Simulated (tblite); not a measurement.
A geometry optimisation, step by step.

Compound: C₈H₁₅Al.
Numbering: `[CH2:1]=[C:2]1[CH2:3][CH2:4][C@:5]([CH3:6])([CH2:7][CH3:8])[AlH:9]1` (hydrogens: H10, H11 on C1; H12, H13 on C3; H14, H15 on C4; H16, H17, H18 on C6; H19, H20 on C7; H21, H22, H23 on C8; H24 on Al9)

Computed with GFN2-xTB (tblite), gas phase: L-BFGS steps from a force-field or distance-geometry start until the largest atomic force falls under 0.01 eV/Å. 7 of its 112 geometries are shown.

Step 0: E = -700.4955 eV, largest atomic force 2.811 eV/Å
```
atom  x, y, z in Å  |  force x, y, z in eV/Å
C1      3.321    0.624    1.278   -0.759   0.074  -0.165
C2      2.149    0.335    0.685    0.449   0.691   0.827
C3      1.872   -0.792   -0.284    2.057   0.282  -0.140
C4      0.730   -0.390   -1.167   -0.944   0.719  -0.271
C5     -0.534   -0.131   -0.323    1.639   2.214   0.562
C6     -0.940   -1.276    0.532   -1.207  -1.019   0.808
C7     -1.642    0.495   -1.096   -1.596  -1.652  -1.263
C8     -2.875    0.747   -0.224   -0.555   0.623  -0.235
Al9     0.400    1.218    0.878   -0.232  -0.211   1.201
H10     3.414    1.463    1.984   -0.086  -0.449  -0.518
H11     4.214    0.057    1.093    0.286  -0.215   0.096
H12     1.789   -1.763    0.220   -0.199   0.314  -0.139
H13     2.773   -0.808   -0.919   -0.028  -0.586  -0.022
H14     0.569   -1.077   -1.996   -0.035  -0.222  -0.057
H15     0.999    0.614   -1.600   -0.039  -0.584  -0.027
H16    -0.811   -1.055    1.628    0.123  -0.374  -0.852
H17    -2.042   -1.416    0.401    1.025  -0.580   0.130
H18    -0.352   -2.165    0.252   -0.650   0.167   0.367
H19    -1.358    1.373   -1.673    0.219   0.121   0.184
H20    -1.986   -0.280   -1.827    0.107   0.496  -0.222
H21    -2.601    0.937    0.832   -0.070   0.244  -0.540
H22    -3.427    1.608   -0.677    0.220  -0.690   0.726
H23    -3.533   -0.140   -0.237    0.165   0.592   0.052
H24    -0.138    1.841    2.247    0.111   0.046  -0.503
```

Step 18: E = -701.3140 eV, largest atomic force 0.197 eV/Å
```
atom  x, y, z in Å  |  force x, y, z in eV/Å
C1      3.406    0.623    1.299    0.016  -0.025  -0.026
C2      2.204    0.406    0.767   -0.103   0.150  -0.007
C3      1.934   -0.657   -0.283    0.029  -0.020   0.028
C4      0.688   -0.342   -1.131    0.043  -0.009   0.061
C5     -0.544   -0.055   -0.247   -0.106  -0.035   0.064
C6     -0.955   -1.358    0.497    0.045   0.000  -0.117
C7     -1.701    0.434   -1.133    0.074   0.056   0.106
C8     -2.917    0.805   -0.283    0.024  -0.004  -0.026
Al9     0.383    1.106    1.130   -0.068   0.092   0.090
H10     3.561    1.371    2.063   -0.068   0.004  -0.020
H11     4.298    0.077    1.014   -0.031  -0.045  -0.085
H12     1.754   -1.595    0.247    0.052  -0.093   0.004
H13     2.788   -0.808   -0.939    0.185  -0.019  -0.065
H14     0.495   -1.175   -1.816    0.021  -0.034   0.033
H15     0.880    0.537   -1.752    0.101   0.092   0.019
H16    -0.775   -1.277    1.573   -0.057  -0.021   0.020
H17    -2.003   -1.590    0.345   -0.100   0.030   0.059
H18    -0.386   -2.211    0.141    0.047  -0.110  -0.077
H19    -1.373    1.327   -1.679    0.037  -0.102  -0.001
H20    -1.961   -0.332   -1.874   -0.042   0.061   0.041
H21    -2.574    1.124    0.706   -0.034   0.062  -0.040
H22    -3.477    1.616   -0.739   -0.067   0.025  -0.018
H23    -3.590   -0.039   -0.159   -0.022  -0.007   0.062
H24    -0.146    2.030    2.260    0.024  -0.047  -0.107
```

Step 37: E = -701.4063 eV, largest atomic force 0.154 eV/Å
```
atom  x, y, z in Å  |  force x, y, z in eV/Å
C1      3.415    0.667    1.282   -0.012   0.051  -0.043
C2      2.185    0.415    0.841   -0.047   0.039  -0.052
C3      1.965   -0.645   -0.223   -0.041  -0.046  -0.051
C4      0.692   -0.357   -1.038    0.013   0.001  -0.039
C5     -0.579   -0.167   -0.166    0.072  -0.015  -0.016
C6     -1.010   -1.537    0.417   -0.031   0.076  -0.002
C7     -1.692    0.410   -1.060    0.135  -0.015   0.007
C8     -2.900    0.908   -0.273    0.065  -0.006  -0.052
Al9     0.338    1.071    1.167   -0.095   0.044   0.059
H10     3.631    1.426    2.013   -0.054   0.047   0.125
H11     4.273    0.126    0.906    0.095  -0.022  -0.011
H12     1.887   -1.624    0.255   -0.076  -0.037   0.036
H13     2.817   -0.684   -0.907    0.050  -0.057  -0.006
H14     0.552   -1.151   -1.778   -0.039  -0.022   0.036
H15     0.867    0.570   -1.599   -0.006   0.049   0.023
H16    -0.738   -1.624    1.470    0.103  -0.068  -0.001
H17    -2.089   -1.650    0.361   -0.038  -0.029  -0.003
H18    -0.556   -2.370   -0.122   -0.044   0.076  -0.014
H19    -1.276    1.265   -1.605    0.007  -0.015  -0.034
H20    -2.008   -0.331   -1.804   -0.014   0.016   0.041
H21    -2.569    1.514    0.573    0.069  -0.029   0.033
H22    -3.515    1.529   -0.918   -0.154  -0.001   0.008
H23    -3.504    0.084    0.100    0.007   0.034   0.031
H24    -0.202    2.175    2.118    0.034  -0.070  -0.075
```

Step 56: E = -701.4975 eV, largest atomic force 0.189 eV/Å
```
atom  x, y, z in Å  |  force x, y, z in eV/Å
C1      3.341    0.759    1.294   -0.012  -0.001   0.046
C2      2.142    0.382    0.860    0.016  -0.055  -0.077
C3      1.946   -0.716   -0.170   -0.068  -0.025  -0.087
C4      0.724   -0.364   -1.034   -0.091  -0.019  -0.012
C5     -0.569   -0.208   -0.192    0.014  -0.027   0.078
C6     -1.012   -1.597    0.304   -0.040  -0.046   0.037
C7     -1.677    0.393   -1.062    0.009  -0.032  -0.010
C8     -2.803    0.970   -0.212    0.011  -0.012  -0.026
Al9     0.291    1.042    1.152    0.016   0.038   0.065
H10     3.430    1.529    2.044    0.079   0.100   0.032
H11     4.270    0.321    0.953    0.000  -0.056  -0.009
H12     1.758   -1.655    0.360   -0.002   0.004  -0.047
H13     2.812   -0.875   -0.821    0.060   0.111   0.141
H14     0.575   -1.117   -1.815    0.085  -0.014  -0.002
H15     0.935    0.595   -1.532   -0.016  -0.085   0.018
H16    -0.434   -1.918    1.172    0.035   0.000  -0.033
H17    -2.061   -1.591    0.596    0.071   0.022   0.030
H18    -0.891   -2.348   -0.479   -0.015   0.028  -0.022
H19    -1.250    1.201   -1.665   -0.037   0.019  -0.048
H20    -2.073   -0.364   -1.748   -0.034   0.018  -0.016
H21    -2.405    1.741    0.452    0.036   0.059  -0.047
H22    -3.570    1.396   -0.854   -0.080   0.093   0.058
H23    -3.259    0.208    0.414   -0.042  -0.058  -0.044
H24    -0.227    2.239    1.990    0.002  -0.061  -0.024
```

Step 74: E = -701.5334 eV, largest atomic force 0.106 eV/Å
```
atom  x, y, z in Å  |  force x, y, z in eV/Å
C1      3.330    0.770    1.321    0.000   0.022  -0.011
C2      2.123    0.422    0.882    0.027  -0.038  -0.031
C3      1.948   -0.686   -0.144    0.019   0.001  -0.034
C4      0.725   -0.390   -1.030   -0.006  -0.002  -0.010
C5     -0.580   -0.225   -0.212    0.026   0.039   0.062
C6     -1.016   -1.614    0.279    0.041   0.002   0.011
C7     -1.694    0.376   -1.085    0.003  -0.022   0.002
C8     -2.777    1.005   -0.215   -0.013   0.010  -0.015
Al9     0.256    1.037    1.157   -0.050  -0.053  -0.077
H10     3.469    1.563    2.041   -0.015   0.003   0.033
H11     4.237    0.283    0.980   -0.004   0.003   0.012
H12     1.806   -1.639    0.374   -0.015   0.040  -0.016
H13     2.838   -0.790   -0.772    0.003   0.007   0.008
H14     0.614   -1.179   -1.780    0.021  -0.031  -0.030
H15     0.924    0.548   -1.563   -0.008   0.001  -0.014
H16    -0.290   -2.019    0.984   -0.008  -0.018   0.019
H17    -1.978   -1.578    0.784   -0.031   0.035   0.024
H18    -1.099   -2.310   -0.558   -0.018   0.002  -0.014
H19    -1.275    1.146   -1.741    0.024   0.030   0.047
H20    -2.135   -0.389   -1.733   -0.006  -0.038   0.020
H21    -2.329    1.772    0.423    0.026   0.026   0.009
H22    -3.560    1.464   -0.817    0.017   0.001  -0.020
H23    -3.235    0.258    0.428   -0.028  -0.015  -0.002
H24    -0.316    2.193    2.006   -0.005  -0.005   0.029
```

Step 92: E = -701.5430 eV, largest atomic force 0.029 eV/Å
```
atom  x, y, z in Å  |  force x, y, z in eV/Å
C1      3.321    0.775    1.334    0.006  -0.001   0.005
C2      2.128    0.444    0.844    0.007   0.009   0.011
C3      1.966   -0.663   -0.184   -0.004   0.005   0.011
C4      0.724   -0.407   -1.059   -0.004  -0.004   0.013
C5     -0.568   -0.227   -0.221   -0.007  -0.001   0.017
C6     -1.016   -1.598    0.308    0.011  -0.007   0.009
C7     -1.690    0.369   -1.088    0.015  -0.003  -0.007
C8     -2.773    1.008   -0.225    0.008  -0.010  -0.020
Al9     0.256    1.030    1.145    0.005  -0.007   0.000
H10     3.436    1.557    2.070   -0.025   0.004   0.004
H11     4.238    0.282    1.032   -0.005   0.000  -0.022
H12     1.841   -1.613    0.344    0.022  -0.010  -0.016
H13     2.854   -0.753   -0.816   -0.018  -0.007  -0.001
H14     0.612   -1.222   -1.780    0.007   0.005  -0.006
H15     0.901    0.517   -1.624    0.000  -0.015  -0.010
H16    -0.268   -2.024    0.978    0.008   0.005   0.001
H17    -1.944   -1.512    0.870   -0.017  -0.010   0.004
H18    -1.176   -2.302   -0.512   -0.007   0.024  -0.005
H19    -1.267    1.137   -1.743    0.002   0.022   0.011
H20    -2.131   -0.401   -1.731   -0.009   0.000   0.009
H21    -2.313    1.731    0.458    0.003  -0.014  -0.017
H22    -3.509    1.525   -0.838   -0.002  -0.002   0.001
H23    -3.289    0.257    0.369   -0.004   0.012  -0.001
H24    -0.341    2.108    2.077    0.008   0.004   0.009
```

Step 111: E = -701.5445 eV, largest atomic force 0.009 eV/Å
```
atom  x, y, z in Å  |  force x, y, z in eV/Å
C1      3.315    0.782    1.335   -0.004  -0.002  -0.003
C2      2.125    0.434    0.848    0.000  -0.002   0.007
C3      1.971   -0.665   -0.189    0.000   0.001  -0.001
C4      0.720   -0.417   -1.054    0.000   0.001  -0.001
C5     -0.569   -0.228   -0.215    0.003  -0.006  -0.005
C6     -1.022   -1.597    0.316    0.007  -0.006   0.002
C7     -1.684    0.370   -1.088    0.000   0.002  -0.002
C8     -2.773    1.012   -0.235    0.001   0.002   0.003
Al9     0.256    1.019    1.158   -0.001   0.003   0.005
H10     3.413    1.559    2.078    0.004   0.000  -0.002
H11     4.239    0.309    1.021    0.002   0.003  -0.003
H12     1.869   -1.624    0.326   -0.003   0.001   0.005
H13     2.853   -0.734   -0.831    0.003  -0.002  -0.005
H14     0.605   -1.239   -1.768    0.005   0.003   0.001
H15     0.895    0.499   -1.631   -0.002  -0.002  -0.002
H16    -0.264   -2.031    0.968   -0.001   0.001   0.001
H17    -1.939   -1.509    0.894   -0.007   0.000   0.001
H18    -1.202   -2.292   -0.507   -0.003   0.007   0.003
H19    -1.256    1.142   -1.736    0.004   0.001  -0.004
H20    -2.122   -0.397   -1.735   -0.003   0.002  -0.003
H21    -2.314    1.733    0.450    0.000   0.002   0.003
H22    -3.502    1.532   -0.854   -0.003  -0.001  -0.003
H23    -3.298    0.266    0.356   -0.001  -0.005  -0.001
H24    -0.326    2.096    2.101   -0.002  -0.004   0.000
```

**Question.** Summarise the path.

**Answer.** The energy falls by 24.19 kcal/mol from step 0 to step 111; nine tenths of that is first reached at step 46. It falls at every step. The largest force goes from 2.811 to 0.009 eV/Å. Among the bonds C5–C6 changes most (a near tie, within 0.001 Å, with another), from 1.485 to 1.537 Å; the atoms move by 0.489 Å rms after alignment.

**Question.** Follow the three bonds and two angles with the largest change from start to end.

**Answer.** 
```tsv
step	E above end (kcal/mol)	largest force (eV/Å)	C5–C6 (Å)	Al9–H24 (Å)	C5–C7 (Å)	C6–C5–Al9 (°)	C2–C3–H13 (°)
0	24.19	2.811	1.485	1.597	1.489	107.3	103.3
5	9.36	0.560	1.537	1.502	1.524	105.3	111.7
10	7.13	0.289	1.563	1.552	1.541	103.5	111.9
14	6.19	0.256	1.552	1.538	1.534	104.3	112.1
19	5.18	0.138	1.557	1.549	1.536	106.5	112.0
24	4.64	0.142	1.550	1.537	1.534	108.8	111.9
29	4.13	0.128	1.554	1.551	1.540	110.4	110.8
34	3.56	0.163	1.551	1.550	1.540	112.5	110.8
39	2.98	0.161	1.549	1.544	1.537	115.4	110.3
43	2.68	0.141	1.549	1.543	1.539	116.1	110.5
48	2.02	0.207	1.543	1.538	1.538	118.2	111.6
53	1.50	0.133	1.543	1.550	1.537	118.5	112.8
58	0.93	0.148	1.538	1.546	1.532	117.6	113.5
63	0.62	0.078	1.539	1.545	1.537	116.9	111.4
68	0.48	0.123	1.538	1.544	1.539	117.3	111.4
72	0.30	0.080	1.538	1.545	1.539	117.5	111.1
77	0.20	0.064	1.536	1.548	1.538	117.6	111.5
82	0.11	0.045	1.536	1.545	1.537	117.0	111.4
87	0.07	0.034	1.537	1.546	1.537	116.7	111.4
92	0.04	0.029	1.537	1.545	1.538	116.0	111.3
97	0.02	0.028	1.537	1.545	1.538	115.7	111.5
101	0.01	0.023	1.537	1.545	1.538	115.8	111.5
106	0.00	0.011	1.537	1.545	1.538	115.7	111.4
111	0.00	0.009	1.537	1.546	1.537	115.7	111.4
```

The cost below is that of the whole relaxation. Time: 2.0 s. Hardware: one thread, Arm Neoverse N1 (aarch64), no GPU, shared host with 64 logical CPUs at a one-minute load of 61.
